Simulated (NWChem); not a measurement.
System: C3H7NSi; SMILES C=C/C=N/[SiH3]

NWChem printed, in part:

```
             Northwest Computational Chemistry Package (NWChem) 7.3.0
             --------------------------------------------------------

                             Geometry "geometry" -> ""
                             -------------------------

 Output coordinates in angstroms (scale by  1.889725989 to convert to a.u.)

  No.       Tag          Charge          X              Y              Z
 ---- ---------------- ---------- -------------- -------------- --------------
    1 C                    6.0000     0.75521000     2.54974700     0.00000000
    2 C                    6.0000    -0.46053500     1.99077400     0.00000000
    3 C                    6.0000    -0.66831500     0.53050600     0.00000000
    4 N                    7.0000     0.28776500    -0.30642900     0.00000000
    5 Si                  14.0000     0.12539600    -2.05071300     0.00000000
    6 H                    1.0000     1.64367500     1.91102400     0.00000000
    7 H                    1.0000     0.89009200     3.63391200     0.00000000
    8 H                    1.0000    -1.36159100     2.61309200     0.00000000
    9 H                    1.0000    -1.73935100     0.22762800     0.00000000
   10 H                    1.0000    -0.61294900    -2.52183600     1.21593000
   11 H                    1.0000    -0.61294900    -2.52183600    -1.21593000
   12 H                    1.0000     1.48222300    -2.66364600     0.00000000

 Effective nuclear repulsion energy (a.u.)     198.7012697719

                                 NWChem DFT Module
                                 -----------------

 Summary of "ao basis" -> "ao basis" (spherical)
 ------------------------------------------------------------------------------
       Tag                 Description            Shells   Functions and Types
 ---------------- ------------------------------  ------  ---------------------
 C                           6-31g*                  6       14   3s2p1d
 N                           6-31g*                  6       14   3s2p1d
 Si                          6-31g*                  8       18   4s3p1d
 H                           6-31g*                  2        2   2s

 in cosmo_initialize ...
 calling solv_data for solv:h2o

 solvent parameters
 solvname_short: h2o
 solvname_long:  water
 dielec:       78.4000
 dielecinf:     1.7769
 aqueous SMD model solvent descriptors
 dielec:       78.4000
 sola:          0.8200

          ---------------
          -cosmo- solvent
          ---------------
 Cosmo: York-Karplus, doi: 10.1021/jp992097l
 dielectric constant -eps-     =  78.40
 screen = (eps-1)/(eps    )    =   0.98724
 surface charge correction     = lagrangian

   van der Waals surface
 --------------------------

[...]

                                COSMO-SMD solvation results
                                ---------------------------

             internal energy in gas <Psi(g)|H|Psi(g)> =      -462.375014007623
         internal energy in solvent <Psi(s)|H|Psi(s)> =      -462.373695317051
                               delta internal energy  =         0.001318690572 (    0.83 kcal/mol)
   total free energy in solvent <Psi(s)|H+V/2|Psi(s)> =      -462.381244669837
 polarization energy contribution <Psi(s)|V/2|Psi(s)> =        -0.007549352786 (   -4.74 kcal/mol)
    total free energy in solvent including G(SMD-CDS) =      -462.374637629654
                       G(SMD-CDS) energy contribution =         0.006607040183 (    4.15 kcal/mol)
     1 M fixed-concentration free energy of solvation =         0.000376377970 (    0.24 kcal/mol)

                       DFT Final Molecular Orbital Analysis
                       ------------------------------------

 Vector   21  Occ=2.000000D+00  E=-3.467318D-01
              MO Center= -3.3D-01, -1.0D+00, -9.4D-09, r^2= 5.4D+00
   Bfn.  Coefficient  Atom+Function         Bfn.  Coefficient  Atom+Function
  ----- ------------  ---------------      ----- ------------  ---------------
    65      0.316598   5 Si pz               84      0.235929  10 H  s
    86     -0.235929  11 H  s                33     -0.213506   3 C  pz
    19     -0.200991   2 C  pz               83      0.194057  10 H  s
    85     -0.194057  11 H  s                 5     -0.142041   1 C  pz
    47     -0.133953   4 N  pz               23     -0.132495   2 C  pz

 Vector   22  Occ=2.000000D+00  E=-2.753757D-01
              MO Center=  1.4D-01,  1.3D+00,  4.7D-10, r^2= 3.7D+00
   Bfn.  Coefficient  Atom+Function         Bfn.  Coefficient  Atom+Function
  ----- ------------  ---------------      ----- ------------  ---------------
     5      0.345444   1 C  pz               19      0.315304   2 C  pz
    47     -0.303623   4 N  pz                9      0.252937   1 C  pz
    51     -0.237554   4 N  pz               23      0.236096   2 C  pz
    84      0.123698  10 H  s                86     -0.123698  11 H  s
    33     -0.119606   3 C  pz               37     -0.080674   3 C  pz

 Vector   23  Occ=2.000000D+00  E=-2.582387D-01
              MO Center=  6.3D-02, -2.3D-01,  2.3D-10, r^2= 2.4D+00
   Bfn.  Coefficient  Atom+Function         Bfn.  Coefficient  Atom+Function
  ----- ------------  ---------------      ----- ------------  ---------------
    45      0.428237   4 N  px               49      0.355795   4 N  px
    20     -0.280654   2 C  s                46      0.256036   4 N  py
    82      0.236912   9 H  s                64     -0.188179   5 Si py
    48      0.175498   4 N  s                18      0.166307   2 C  py
    81      0.160653   9 H  s                50      0.156508   4 N  py

 Vector   24  Occ=0.000000D+00  E=-5.984999D-02
              MO Center=  5.5D-02,  9.5D-01, -4.5D-10, r^2= 3.7D+00
   Bfn.  Coefficient  Atom+Function         Bfn.  Coefficient  Atom+Function
  ----- ------------  ---------------      ----- ------------  ---------------
     9      0.411455   1 C  pz               37     -0.373675   3 C  pz
    51      0.349296   4 N  pz               33     -0.336569   3 C  pz
     5      0.328396   1 C  pz               47      0.292911   4 N  pz
    23     -0.218297   2 C  pz               84     -0.206865  10 H  s
    86      0.206865  11 H  s                69      0.190626   5 Si pz

 Vector   25  Occ=0.000000D+00  E= 3.728799D-02
              MO Center=  8.3D-02, -2.2D+00, -5.2D-09, r^2= 4.5D+00
   Bfn.  Coefficient  Atom+Function         Bfn.  Coefficient  Atom+Function
  ----- ------------  ---------------      ----- ------------  ---------------
    68      1.231959   5 Si py               48     -0.649823   4 N  s
    50      0.316786   4 N  py               64      0.293700   5 Si py
    88      0.289054  12 H  s                34     -0.256603   3 C  s
     6     -0.240602   1 C  s                66      0.214979   5 Si s
    84      0.184929  10 H  s                86      0.184929  11 H  s

 Vector   26  Occ=0.000000D+00  E= 6.494130D-02
              MO Center=  5.5D-02,  5.4D-01,  1.7D-09, r^2= 6.1D+00
   Bfn.  Coefficient  Atom+Function         Bfn.  Coefficient  Atom+Function
  ----- ------------  ---------------      ----- ------------  ---------------
    69      0.714426   5 Si pz               23      0.601218   2 C  pz
    84     -0.543348  10 H  s                86      0.543348  11 H  s
     9     -0.457107   1 C  pz               37     -0.435401   3 C  pz
    19      0.364560   2 C  pz               33     -0.286506   3 C  pz
    65      0.257116   5 Si pz                5     -0.252446   1 C  pz

     Multipole analysis of the density
     ---------------------------------

     L   x y z        total         alpha         beta         nuclear
     -   - - -        -----         -----         ----         -------
     0   0 0 0     -0.000000    -23.000000    -23.000000     46.000000

     1   1 0 0     -0.661028     -1.480610     -1.480610      2.300191
     1   0 1 0      0.621921      0.075203      0.075203      0.471515
     1   0 0 1      0.000000      0.000000      0.000000      0.000000

     2   2 0 0    -27.160106    -48.390570    -48.390570     69.621033
     2   1 1 0      0.058754     -2.243825     -2.243825      4.546403
     2   1 0 1      0.000000      0.000000      0.000000      0.000000
     2   0 2 0    -24.622569   -311.494886   -311.494886    598.367202
     2   0 1 1     -0.000000     -0.000000     -0.000000      0.000000
     2   0 0 2    -30.306716    -20.433126    -20.433126     10.559536
```

Level: PBE0/6-31G* (spherical d), SMD on the gas-phase geometry. Geometry: optimised at PBE0/def2-SVP. No frequency run checked for a minimum. Solvent: water.

Task: Reconstruct the input file.

Result: This is not unique; one that fits is the input that was run:
```
start job
memory heap 200 mb stack 900 mb global 1100 mb
geometry units angstroms noautosym nocenter noautoz
  C      0.755210     2.549747     0.000000
  C     -0.460535     1.990774     0.000000
  C     -0.668315     0.530506     0.000000
  N      0.287765    -0.306429     0.000000
  Si     0.125396    -2.050713     0.000000
  H      1.643675     1.911024     0.000000
  H      0.890092     3.633912     0.000000
  H     -1.361591     2.613092     0.000000
  H     -1.739351     0.227628     0.000000
  H     -0.612949    -2.521836     1.215930
  H     -0.612949    -2.521836    -1.215930
  H      1.482223    -2.663646     0.000000
end
basis spherical
  * library 6-31g*
end
dft
  xc pbe0
  iterations 150
end
cosmo
  do_cosmo_smd true
  solvent water
end
task dft energy
```
